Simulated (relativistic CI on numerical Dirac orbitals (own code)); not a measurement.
**Calculated levels, Sc V**

Computed by Dirac-Coulomb-Breit CI, orbitals from a KLI potential per configuration, QED by a radiative potential, valence Slater integrals scaled by 0.85, P86 correlation energy added to each configuration (own radial code, finite nucleus).

Configurations in the expansion (outside the closed core [Ne]): 3s2 3p5, 3s 3p6, 3s2 3p4 3d, 3s 3p5 3d, 3s2 3p4 4s, 3s2 3p4 4p, 3s2 3p4 4d, 3p6 3d, 3s2 3p4 5s, 3s2 3p4 4f, 3s 3p4 3d2, 3s2 3p4 5p, 3s2 3p4 5d, 3s 3p5 4s, 3s2 3p3 3d2, 3s2 3p2 3d3, 3s 3p3 3d3, 3s2 3p2 3d2 4s, 3s2 3p2 3d2 4p, 3s2 3p2 3d2 4d. Double excitations out of closed p, d and f shells are left out; levels of such configurations are missing from the list, as are those of other unlisted configurations, and high levels can miss mixing partners. These lack a partner that the ground configuration has and come out too high: 3s2 3p4 5s, 3s2 3p4 4f, 3s2 3p4 5p, 3s2 3p4 5d, 3s 3p5 4s.

The lowest level is 3s2 3p5 2P°_3/2, with 97 % of that term; Hund's rules for 3s2 3p5 give 2P° with J = 3/2, in agreement.

```tsv
No.	Configuration	Term	J	E (cm⁻¹)	%	Next component (%)	Lifetime (s)
1	3s2 3p5	2P°	3/2	0	97	2 3s2 3p3 3d2 2P°	
2	3s2 3p5	2P°	1/2	4302	97	2 3s2 3p3 3d2 2P°	6.99e-01
3	3s 3p6	2S	1/2	182062	71	27 3s2 3p4 3d 2S	5.59e-10
4	3s2 3p4 3d	4D	7/2	240149	97	1 3s 3p4 3d2 4D	
5	3s2 3p4 3d	4D	5/2	240430	97	1 3s 3p4 3d2 4D	7.63e-07
6	3s2 3p4 3d	4D	3/2	240825	97	1 3s 3p4 3d2 4D	1.20e-06
7	3s2 3p4 3d	4D	1/2	241155	97	1 3s 3p4 3d2 4D	1.78e-06
8	3s2 3p4 3d	4F	9/2	259009	96	1 2G	1.52e+00
9	3s2 3p4 3d	4F	7/2	260509	97	1 3s 3p4 3d2 4F	1.62e+00
10	3s2 3p4 3d	2P	1/2	260729	96	2 3s 3p4 3d2 2P	8.81e-09
11	3s2 3p4 3d	4F	5/2	261565	97	1 3s 3p4 3d2 4F	1.82e-07
12	3s2 3p4 3d	4F	3/2	262220	97	1 3s 3p4 3d2 4F	1.32e-07
13	3s2 3p4 3d	2P	3/2	263338	94	2 4P	6.03e-09
14	3s2 3p4 3d	4P	1/2	268247	97	2 3s 3p4 3d2 4P	2.56e-08
15	3s2 3p4 3d	2D	3/2	268718	77	20 4P	6.51e-09
16	3s2 3p4 3d	4P	3/2	269311	75	20 2D	3.95e-08
17	3s2 3p4 3d	4P	5/2	270252	91	6 2D	5.29e-08
18	3s2 3p4 3d	2D	5/2	271290	90	6 4P	8.25e-09
19	3s2 3p4 3d	2F	7/2	273565	75	22 2G	3.94e-01
20	3s2 3p4 3d	2G	9/2	276821	96	1 4F	3.16e-01
21	3s2 3p4 3d	2G	7/2	277185	75	23 2F	4.44e-01
22	3s2 3p4 3d	2F	5/2	277283	96	1 3s 3p4 3d2 2F	3.45e-07
23	3s2 3p4 3d	2F	5/2	296163	97	2 3s 3p4 3d2 2F	3.34e-08
24	3s2 3p4 3d	2F	7/2	297048	97	2 3s 3p4 3d2 2F	1.04e-01
25	3s2 3p4 3d	2D	3/2	312835	96	2 3p6 3d 2D	6.15e-09
26	3s2 3p4 3d	2D	5/2	313587	95	2 3p6 3d 2D	3.08e-06
27	3s2 3p4 3d	2S	1/2	335578	69	26 3s 3p6 2S	1.07e-11
28	3s2 3p4 3d	2P	3/2	345756	93	3 2D	1.09e-11
29	3s2 3p4 3d	2P	1/2	347323	95	2 3s2 3p2 3d3 2P	1.11e-11
30	3s2 3p4 3d	2D	5/2	350729	95	2 3s2 3p2 3d3 2D	9.23e-12
```

Energies count from the lowest computed level; ° marks odd parity; lifetimes are radiative, by E1, M1, E2 decay to levels of this space only; some are left blank where a channel outside the calculation adds to the decay or the decay crosses a small, uncertain gap.

The mean weight of the leading LS term, summed over parents, in these 30 levels is 91 %, and that of the leading jj configuration (from the same eigenvectors) 55 %, so LS coupling describes them better.

At this charge configurations can still be misplaced by up to about 7 % of their energy. 13 of the 13 excited levels that our extract of the measured tables holds in this range could be paired (the sources list more); they are missed by 9788 cm⁻¹ on average and 28340 at most, and levels without a partner can miss by more.
